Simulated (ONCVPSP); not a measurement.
## LDA (Perdew-Wang 92) ONCV dataset for Cu, scalar-relativistic all-electron reference.

| Item | Value |
| --- | --- |
| Element | Cu (Z = 29) |
| Generator | ONCVPSP 4.0.1 |
| Type | optimised norm-conserving Vanderbilt (ONCV) |
| Functional | LDA (Perdew-Wang 92) |
| Relativity | scalar-relativistic |
| Frozen core | [Ne] |
| Valence charge | 19 |
| Reference configuration | 3s2 3p6 3d10 4s1 |
| Partial waves | 3s+4s: rc 1.05 bohr, ncon 5, nbas 9, qcut 13 1/bohr, 3 projectors, debl 2.2 Ha; 3p: rc 1.15 bohr, ncon 4, nbas 8, qcut 11.9 1/bohr, 3 projectors, debl 1 Ha; 3d: rc 0.95 bohr, ncon 3, nbas 8, qcut 16.6 1/bohr, local |
| Local potential | the d channel |
| Core correction | Teter function fitted to the true core (icmod 2), fcfact 0.65 |

In the p channel the program set the typed energies aside and used -2.647, 0.250, 1.250 Ha.

All-electron outer shells of the reference configuration (LDA (PZ), scalar-relativistic, ld1.x):

```tsv
shell	level (eV)	outermost node (bohr)	outermost maximum (bohr)
2p	-916.44	–	0.16
3s	-114.15	0.29	0.61
3p	-72.03	0.26	0.62
3d	-5.32	–	0.60
4s	-4.87	0.89	2.24
```

Task: Does the generator finish with these settings?

Result: Yes, a potential is produced and its reference levels are reproduced.

Task: Estimate the cutoffs (Ha) at which the residual kinetic energy of the hardest occupied pseudo-wave falls to 1 and 0.1 mHa per electron.

Result: 104 Ha and 118 Ha.

Task: What does a ghost test show?

Result: No bound ghost flagged; GHOST(+) flags only above 600 eV.

Task: Which valence shell sets the plane-wave cutoff?

Result: 3d: 104 Ha for 1 mHa per electron, against 64 Ha for 3s.

Its largest configuration-test error is -6.9 meV (3s2 3p6 3d9 4s0). 1 of 4 tests not solved or not reliable.
